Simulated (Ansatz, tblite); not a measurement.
Cost and result up the ladder for the cluster Mg2Se2⁺ (the lowest doublet isomer of a short search) (4 atoms). Total charge 1; doublet. Geometry: r2SCAN-D4/def2-SVP.

```
atom   x (Å)   y (Å)   z (Å)
 Mg1   0.528  -1.295  -0.431
 Mg2  -0.527   1.295   0.431
 Se3   1.030  -0.158   1.734
 Se4  -1.031   0.157  -1.733
```

Ansatz on 4 threads of Arm Neoverse V1 on a shared host; xTB runs through tblite on one thread. Times are rough, summed over both states, and most runs start from the orbitals of an earlier one. B2PLYP/def2-TZVP serves as the yardstick here, not as an exact answer. Differences are given only for rows in sets of like size (and for xTB, whose basis is part of the method), since another set adds its own error. The other state is a quartet at its own geometry, which has other bonds, so the gap mixes isomer and spin.

The xTB rows come from tblite. HSE06 is defined as in plane-wave codes, on full-range PBE exchange. Correlated methods freeze 20 core orbitals; core or outer-core shells of Mg, Se are correlated, in sets that lack core-valence functions. The rows differ in basis, and correlated rows in double-zeta sets carry the largest basis error. In CCSD on the charge 1 quartet the largest single amplitude is 0.40, so its Hartree–Fock determinant may place the open shell otherwise than the density functionals do. The structure comes from a short search, and lower isomers may exist.

Correlated methods converge slowly with the basis, most of all in double-zeta sets (MP2 moves by 0.21 eV from def2-SVP to def2-TZVP here).

xTB has no spin-polarisation term.

```
                          level  functions  quartet − doublet (eV)  difference from B2PLYP/def2-TZVP (eV)
PBE0-D4/def2-TZVP (with forces)        160                    2.16                                  -0.05
             HSE06-D4/def2-TZVP        160                    2.16                                  -0.05
                       GFN2-xTB         36                    2.10                                  -0.11
               CCSD(T)/def2-SVP        100                    1.98                                      –
                       GFN1-xTB         26                    2.19                                  -0.02
                      HF/STO-3G         54                    2.47                                      –
              ωB97X-V/def2-TZVP        160                    2.25                                   0.04
              RPA@PBE/def2-TZVP        160                    2.15                                  -0.06
            r2SCAN-D4/def2-TZVP        160                    2.28                                   0.07
         CAM-B3LYP-D4/def2-TZVP        160                    2.06                                  -0.15
               PBE-D4/def2-TZVP        160                    2.28                                   0.07
                  MP2/def2-TZVP        160                    2.29                                   0.08
                   HF/def2-TZVP        160                    1.30                                  -0.91
               B2PLYP/def2-TZVP        160                    2.21                                   0.00
```

Question: Estimate how long each takes.

Answer: GFN1-xTB 0.006 s; GFN2-xTB 0.013 s; HF/STO-3G 1.2 s; HF/def2-TZVP 10 s; HSE06-D4/def2-TZVP 12 s; MP2/def2-TZVP 13 s; PBE0-D4/def2-TZVP (with forces) 16 s; CAM-B3LYP-D4/def2-TZVP 17 s; B2PLYP/def2-TZVP 20 s; PBE-D4/def2-TZVP 21 s; RPA@PBE/def2-TZVP 27 s; r2SCAN-D4/def2-TZVP 30 s; CCSD(T)/def2-SVP 47 s; ωB97X-V/def2-TZVP 72 s. On shared hardware such times vary by a factor of up to 3.
